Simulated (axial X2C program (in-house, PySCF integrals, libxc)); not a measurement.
## ZrI⁺: the levels of the configuration d2 s0 p(π)0

Computed with an in-house all-electron X2C program for linear molecules (integrals from PySCF): two-component X2C with atomic mean-field Coulomb and Gaunt terms, basis Zr dyall-v3z, I dyall-v3z (cores contracted in-house). Orbitals come from Hartree–Fock averaged over the configuration Zr d2 s0 p(π)0; CI then distributes these electrons over the d, s, p(π) shells of Zr.

R = 2.717 Å (near the minimum of the configuration average).

Lowest levels of this model:

```
Ω  energy (cm⁻¹)     g∥  configuration
1              0   0.04        100% d2
2            162   3.46        100% d2
3            577   7.76        100% d2
2            692   2.58        100% d2
3           1305   6.24        100% d2
0           1604   0.00        100% d2
4           1874  10.00        100% d2
1           1917   3.58        100% d2
0           2539   0.00        100% d2
2           2694   5.96        100% d2
1           2780   2.38        100% d2
0           2839   0.00        100% d2
0           3523   0.00        100% d2
1           5787   2.02        100% d2
4           9329   8.00        100% d2
0           9494   0.00        100% d2
1           9629   3.76        100% d2
0           9884   0.00        100% d2
0          10024   0.00        100% d2
1          10270   2.22        100% d2
2          10374   5.98        100% d2
3          12922   6.00        100% d2
2          13194   4.01        100% d2
2          15489   4.01        100% d2
0          15664   0.00        100% d2
```

g∥ is the magnitude of 2⟨Lz + ge Sz⟩ for the +Ω component.

From Ω and g∥ of the lowest level, whose 2⟨Lz + ge Sz⟩ is positive, find ⟨Sz⟩ and ⟨Lz⟩ (ge = 2.0023).

Ω = ⟨Lz⟩ + ⟨Sz⟩ = 1 and ⟨Lz⟩ + ge⟨Sz⟩ = 0.020, so ⟨Sz⟩ = -0.98 and ⟨Lz⟩ = 1.98.

Occupations of the active spinors in the lowest level by ω, shell by shell in order of energy: -5/2: 0.00; -3/2: 0.00 0.00 0.00; -1/2: 1.00 0.00 0.00 0.00; 1/2: 0.00 0.00 0.00 0.00; 3/2: 0.99 0.01 0.00; 5/2: 0.00. The leading determinant has weight 0.99 among 21.

This point took 1.6 s on 1 thread of Arm Neoverse V2, with other jobs on the host.

There is no dynamic correlation: spin–orbit spacings and, for f shells, spacings inside one term are the most reliable numbers, splittings between terms come out too wide, and energies between configurations are not reliable, so the lowest level need not be the ground state of the molecule. For d shells the ligand-field splittings (σ, π, δ) and their order can be off by a thousand cm⁻¹ or more. At most 6 roots were kept for each Ω > 0 (twice that for Ω = 0) within 3.2 eV of the lowest, so higher up levels can be missing between those listed; levels with Ω > 0 are doubly degenerate and listed once, Ω = 0 levels singly. Some active spinors are only partly of the character that their shell is named for, so the shell names and counts are nominal. States that fill the shells left empty in the average are placed too high.
